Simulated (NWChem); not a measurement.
System: ZnSiH₃F; SMILES [F][Zn][SiH3]

```xyz
6

Zn    -0.2576     0.4980    -0.0003
F     -0.1883     2.2480    -0.0005
Si    -0.3497    -1.8397     0.0000
H      0.2709    -2.3985    -1.2415
H     -1.7654    -2.3193     0.0652
H      0.3835    -2.4025     1.1766
```
Atoms are numbered in this order, from 1.

All runs: NWChem. Geometry: optimised at PBE0/def2-SVP. GIAO values for the isolated, static molecule; σ is the absolute isotropic shielding, δ = σ(reference) − σ with the isolated reference molecule computed at the same levels (19F: trichlorofluoromethane, 1H: tetramethylsilane, 29Si: tetramethylsilane).

Problem. What does the run give for KT2/pcSseg-1? Quantities: σ Zn1 (ppm); δ F2 (ppm); δ Si3 (ppm); δ H4 (ppm).

Solution. The σ Zn1 (ppm) is 1769.8. The δ F2 (ppm) is -154.5 and the δ Si3 (ppm) is -132.5. The δ H4 (ppm) is 3.35.
